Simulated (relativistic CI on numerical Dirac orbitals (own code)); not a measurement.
Calculated at this level of theory: Dirac-Coulomb-Breit CI, orbitals from a KLI potential per configuration, model QED, unscaled Slater integrals (own radial code, finite nucleus).

The strongest absorption lines from the ground level of an ion, among the configurations computed and to levels below about 1690 eV (vacuum wavelength in Å, gf): 8.0190 (0.34), 8.0658 (0.72), 8.0850 (0.2), 8.1632 (0.58), 8.1777 (0.23), 8.2075 (0.3), 31.183 (1.7), 33.089 (0.61).

Which ion is it?
A. Tm⁴³⁺
B. Ir⁵¹⁺
C. Tm⁴⁵⁺
D. Pm³⁵⁺

A. Tm⁴³⁺ has 26 electrons and the ground level 3s2.3p6.3d8 3F_4; the strongest line goes to 3s2.3p5.3d9 3D°_3. The pattern of lines fixes the number of electrons, and along that sequence the line energies rise steadily with the charge (about as its square where n changes within one kind of shell, about linearly where n is kept but much faster in heavy ions where fine structure, which grows about as Z⁴, sets the gap, and irregularly where shells cross), which fixes Z. Configurations outside the model, such as inner-shell arrays, can give stronger lines. At this charge energies of transitions that change n are usually good to better than 1 %, and those within a shell (Δn = 0) to a few per cent.

LS names give the leading component of a level, which can be under half, so a name can repeat, a term be missing and a line seem to break the LS rules.
